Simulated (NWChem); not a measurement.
# C$_{5}$H$_{5}$F; SMILES FC1=CCC=C1

```xyz
11

F      0.0196    -2.0643     0.0000
C     -0.0373    -0.7409     0.0000
C     -1.1487     0.0194     0.0000
C     -0.7031     1.4463     0.0000
C      0.7931     1.3683     0.0000
C      1.1726     0.0745     0.0000
H     -2.1797    -0.3300     0.0000
H     -1.0755     2.0014     0.8815
H     -1.0755     2.0014    -0.8815
H      1.4501     2.2388     0.0000
H      2.1862    -0.3282     0.0000
```
Atoms are numbered in this order, from 1.

All runs: NWChem. Pople sets run with spherical d functions. Structure relaxed at the PBE0/def2-SVP level. B3LYP is NWChem's, with the RPA form of VWN correlation. Level: B3LYP/6-31G* with SMD (1 M gas to 1 M solution), gas-phase geometry.

Q: Order these by “solvation free energy (kcal/mol)”, lowest first: acetone; 1-octanol; water; dimethyl sulfoxide; chlorobenzene.

A: chlorobenzene (-4.7), acetone (-4.2), 1-octanol (-3.2), dimethyl sulfoxide (-2.5), water (0.0)
